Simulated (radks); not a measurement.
Values are calculated unless marked as measured or tabulated.
Question: Species: As+. Configuration: [Ar] 3d10 4s2 4p2. Code: a radial shooting solver on a logarithmic mesh with Libxc functionals. Model: Dirac Kohn-Sham, PBE, spin-unpolarised, spherical densities, point nucleus; open shells are shared between the two j in proportion to 2j + 1. Some entries of the table are withheld. Estimate them.

| orbital | occ. | eigenvalue (eV) | r(max) (bohr) |
|---|---|---|---|
| 1s1/2 | 2 | -11725.71 | 0.02973 |
| 2s1/2 | 2 | (1) | 0.1701 |
| 2p1/2 | 2 | -1337.519 | (2) |
| 2p3/2 | 4 | -1300.954 | (3) |
| 3s1/2 | 2 | -200.0095 | 0.5218 |
| 3p1/2 | 2 | -146.7953 | 0.5154 |
| 3p3/2 | 4 | -141.7721 | 0.5239 |
| 3d3/2 | 4 | -50.8219 | 0.4753 |
| 3d5/2 | 6 | -50.0926 | 0.4781 |
| 4s1/2 | 2 | -23.3513 | 1.596 |
| 4p1/2 | 0.666667 | -13.5642 | 1.881 |
| 4p3/2 | 1.33333 | -13.2298 | 1.913 |

Answer: 
(1) 2s1/2 eigenvalue (eV): -1495.920
(2) 2p1/2 r(max) (bohr): 0.1342
(3) 2p3/2 r(max) (bohr): 0.1373
